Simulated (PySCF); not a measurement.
SMILES [GeH3][GeH]([GeH3])[GeH3] (PBE0/def2-SVP optimised geometry):

```
14

Ge    -1.308     0.195     1.961
Ge    -0.564     1.304     3.990
Ge    -0.564    -2.119     1.937
Ge    -0.486     1.371     0.000
H     -2.854     0.213     1.931
H      0.976     1.307     4.048
H     -1.058     2.763     4.022
H     -1.100     0.572     5.235
H     -1.106    -2.874     3.165
H     -1.055    -2.832     0.662
H      0.975    -2.172     1.967
H      1.055     1.371     0.000
H     -0.977     2.832     0.000
H     -0.977     0.685    -1.289
```

Computed with PySCF with PBE0/def2-TZVP.

Q: What are the frontier orbital energies and the dipole moment?

A: HOMO-2 -8.80 eV, HOMO-1 -7.80 eV, HOMO -7.80 eV, LUMO -0.22 eV, LUMO+1 0.01 eV; dipole moment 0.08 D.

On the same geometry PBE/def2-TZVP (PySCF) gives HOMO-2 -7.61 eV, HOMO-1 -6.78 eV, HOMO -6.78 eV, LUMO -1.06 eV, LUMO+1 -0.76 eV; dipole moment 0.08 D.

Meta-Löwdin charges at PBE0/def2-TZVP: Ge1 0.00, Ge2 0.13, Ge3 0.13, Ge4 0.13, H5 -0.03, H6 -0.04, H7 -0.04, H8 -0.04, H9 -0.04, H10 -0.04, H11 -0.04, H12 -0.04, H13 -0.04, H14 -0.04.
